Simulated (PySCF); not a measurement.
From a computed spectrum to the compound

A species of 10 atoms with charge 0 has these harmonic modes (PBE0, small Gaussian bases with core potentials, PySCF 2.14.0):

```json
{"cm⁻¹": "35", "km/mol": "11.7"}
{"cm⁻¹": "108", "km/mol": "0.0"}
{"cm⁻¹": "110", "km/mol": "0.0"}
{"cm⁻¹": "250", "km/mol": "0.0"}
{"cm⁻¹": "255", "km/mol": "0.0"}
{"cm⁻¹": "257", "km/mol": "0.0"}
{"cm⁻¹": "324", "km/mol": "0.0"}
{"cm⁻¹": "418", "km/mol": "17.4"}
{"cm⁻¹": "419", "km/mol": "17.3"}
{"cm⁻¹": "522", "km/mol": "7.1"}
{"cm⁻¹": "524", "km/mol": "0.1"}
{"cm⁻¹": "531", "km/mol": "521.5"}
{"cm⁻¹": "549", "km/mol": "1.2"}
{"cm⁻¹": "551", "km/mol": "187.8"}
{"cm⁻¹": "552", "km/mol": "187.2"}
{"cm⁻¹": "1525", "km/mol": "38.6"}
{"cm⁻¹": "1525", "km/mol": "41.0"}
{"cm⁻¹": "1530", "km/mol": "0.0"}
{"cm⁻¹": "3541", "km/mol": "15.0"}
{"cm⁻¹": "3541", "km/mol": "10.4"}
{"cm⁻¹": "3544", "km/mol": "4.6"}
{"cm⁻¹": "3622", "km/mol": "1.5"}
{"cm⁻¹": "3622", "km/mol": "7.4"}
{"cm⁻¹": "3624", "km/mol": "5.3"}
```

Task: Which species is it, and in which structure?

Result: Tm(NH2)3 (singlet in the valence; each metal's 4f electrons, 12 of them, lie in its core potential, out of spins and levels):
```xyz
10

Tm   -0.0015    0.0000    0.0000
N     2.1400    0.0000    0.0019
H     2.7591   -0.8058    0.0922
H     2.7593    0.8058   -0.0873
N    -1.0630    1.8467   -0.2267
H    -2.0726    1.9940   -0.2350
H    -0.6551    2.7749   -0.3415
N    -1.0634   -1.8467    0.2248
H    -0.6557   -2.7749    0.3404
H    -2.0730   -1.9940    0.2313
```
Ideal gas at 298.15 K and 1 bar: S = 389.9 J/(mol K), Cp = 128.7 J/(mol K), H − H(0 K) = 25.4 kJ/mol (rigid rotor, harmonic modes, spin degeneracy alone, that of the 4f electrons in the core included; the modes under 60 cm⁻¹ make these uncertain). An lcecp potential fixes the number of 4f electrons, so in runs with it no electron can move into or out of that shell.
 The answer isn't unique; the calculation gave this one.
